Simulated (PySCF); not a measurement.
Si(H)2(Br)(NH2) (BrH₄NSi), SMILES N[SiH2]Br.

The structure is a stationary point at B3LYP-D3(BJ)/def2-SVP. Other conformers were not sampled.

All values below come from B3LYP-D3(BJ)/def2-SVP in PySCF.

Frequencies are harmonic and unscaled.

Computed harmonic wavenumbers and intensities:
```csv
mode,ν (cm⁻¹),IR (km/mol),Raman (Å⁴/amu),depolarisation,moving atoms (share of kinetic energy)
1,200,12.4,6.2,0.64,"N 43 %, H 22 %, Si 18 %, Br 16 %"
2,256,17.8,2.4,0.75,H 96 %
3,392,8.1,9.7,0.17,"Si 59 %, Br 25 %, H 13 %"
4,478,293.8,0.6,0.27,"H 65 %, N 25 %, Si 9 %"
5,519,19.7,3.3,0.75,"H 87 %, Si 12 %"
6,744,0.4,11.5,0.75,H 98 %
7,862,28.6,11.2,0.44,"N 47 %, H 32 %, Si 21 %"
8,894,302.6,18.7,0.44,"H 89 %, Si 10 %"
9,911,50.6,5.1,0.75,"H 78 %, N 16 %"
10,931,123.5,12.1,0.67,"H 80 %, Si 14 %"
11,1548,42.2,6.6,0.74,"H 90 %, N 10 %"
12,2258,78.5,185.8,0.08,H 98 %
13,2269,117.7,84.0,0.75,H 95 %
14,3560,35.9,119.7,0.12,H 96 %
15,3650,35.6,70.9,0.75,"H 91 %, N 9 %"
```
